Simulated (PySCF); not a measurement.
**Working out the ionisation energy of S²⁺**

S²⁺ [Ne] 3s2 3p2 (3P) → S³⁺ [Ne] 3s2 3p1 (2P). All numbers are calculated (PySCF 2.14, the non-relativistic Hamiltonian (point nucleus), in aug-cc-pwCVDZ). Frozen: nothing. Energies in hartree (1 hartree = 27.21139 eV):

```json
{"part": "UHF", "S²⁺ (lower)": "-396.325106", "S³⁺ (upper)": "-395.070349"}
{"part": "CCSD correlation", "S²⁺ (lower)": "-0.228469", "S³⁺ (upper)": "-0.214733"}
{"part": "(T)", "S²⁺ (lower)": "-0.002295", "S³⁺ (upper)": "-0.001996"}
```

Q: What does Hartree-Fock give?

A: (-395.070349) − (-396.325106) = 1.254757 hartree = 34.144 eV.

Q: What do CCSD and CCSD(T) give?

A: The CCSD correlation energies differ by 0.013736 hartree = 0.374 eV and the triples by 0.000299 hartree = 0.008 eV, so CCSD gives 34.518 eV and CCSD(T) 34.526 eV.

A first-order spin-orbit estimate adds -0.008 eV to CCSD(T) (all electrons), giving 34.518 eV against 34.86 ± 0.04 eV (semi-empirical (NIST evaluation); NIST Atomic Spectra Database, ionization energies).

A double-zeta basis recovers only part of the correlation energy.

What remains against the reference includes basis incompleteness and higher excitations.
